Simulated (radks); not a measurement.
Results of a calculation; reference values are marked as such.
Bi3+, 80 electrons, occupied as [Kr] 4d10 4f14 5s2 5p5.75 5d10 6s2 6p0.25 (fractional occupations, a model configuration). Code: a radial shooting solver on a logarithmic mesh with Libxc functionals. Model: scalar-relativistic Kohn-Sham, revPBE, spin-polarised, spherical densities, point nucleus; open shells are filled with parallel spins first (spin-orbit coupling, left out, can overturn this in heavy ions).

Local quantities along the radius. ELF = 1/(1 + alpha^2) is the electron localisation function; alpha = (tau - tau_W)/tau_unif compares the Pauli kinetic energy density with that of the uniform gas (summed over spins); 4 pi r^2 rho is in e/bohr. tau is taken from the large components.

r (bohr)     ELF    alpha  4 pi r^2 rho
0.0008324  1.000  0.02102         10.16
0.000969   1.000  0.02189         12.65
0.001137   0.999  0.02302         15.85
0.001334   0.999  0.02445         19.77
0.001566   0.999  0.02625         24.52
0.001838   0.999  0.02854         30.21
0.002139   0.999  0.03131         36.56
0.002511   0.999  0.03507         44.28
0.002946   0.998  0.04001         53.06
0.003458   0.998  0.04662         62.78
0.004057   0.997  0.05565         73.20
0.004724   0.995  0.06751         83.35
0.005543   0.993  0.08526         93.75
0.006505   0.988   0.1114         103.1
0.007634   0.978   0.1511         110.5
0.008887   0.958   0.2092         115.0
0.01043    0.915   0.3054         116.5
0.01224    0.826   0.4585         114.7
0.01436    0.676   0.6918         110.5
0.01685    0.499    1.003         105.7
0.01962    0.375    1.292         103.0
0.02302    0.333    1.415         104.8
0.02702    0.386    1.262         113.1
0.03171    0.514   0.9724         127.1
0.03721    0.652   0.7307         143.2
0.04332    0.730   0.6087         154.9
0.05083    0.735   0.6009         157.7
0.05965    0.649   0.7358         149.3
0.07       0.483    1.035         134.8
0.08215    0.358    1.338         124.5
0.09564    0.379    1.280         126.2
0.1122     0.532   0.9381         138.3
0.1317     0.679   0.6881         148.3
0.1546     0.707   0.6443         141.7
0.1814     0.575   0.8602         117.8
0.2111     0.354    1.351         93.76
0.2478     0.300    1.526         84.37
0.2908     0.490    1.020         92.29
0.3412     0.679   0.6872         100.4
0.4004     0.714   0.6335         92.56
0.4662     0.620   0.7832         71.49
0.5471     0.420    1.174         48.07
0.642      0.312    1.486         33.71
0.7534     0.422    1.171         28.11
0.8841     0.606   0.8063         25.13
1.029      0.659   0.7191         21.01
1.208      0.602   0.8130         15.39
1.417      0.496    1.007         10.14
1.663      0.409    1.202         6.219
1.936      0.370    1.304         3.704
2.272      0.358    1.340         1.982
2.667      0.331    1.421        0.9338
3.129      0.250    1.734        0.3709
3.672      0.121    2.700        0.1196
4.275      0.033    5.447       0.03225
5.017      0.004    15.00      0.006057
5.887      0.000    52.04     0.0008079

On this mesh the ELF has minima near r = 0.023, 0.082, 0.25, 0.64 bohr, which separate the shells, and maxima near 0.051 (0.73), 0.15 (0.71), 0.40 (0.71), 1.0 (0.66).
